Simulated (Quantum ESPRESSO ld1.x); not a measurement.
The mean radii <r> (bohr) of the occupied orbitals of an atom or ion are listed with their occupations. All-electron calculation, non-relativistic Kohn-Sham, LDA (Slater exchange, VWN5 correlation), spin-unpolarised, spherical densities, point nucleus. Program: ld1.x of Quantum ESPRESSO 7.5.

orbital  occ.      <r>
1s          2  0.03174
2s          2   0.1375
2p          6   0.1173
3s          2   0.3719
3p          6   0.3633
3d         10   0.3349
4s          2   0.9097
4p          6   0.9732
4d         10    1.255
5p          1    3.377

Name the element and its charge.

Answer. Z = 48, cadmium, charge +1: Cd+ in [Kr] 4d10 5p1. The 1s radius gives Z: for a bare nucleus <r> = 1.5/Z, 0.03125 bohr for Z = 48, and screening makes it slightly larger (0.03174 here). The occupations add up to 47, and the charge is Z minus that.
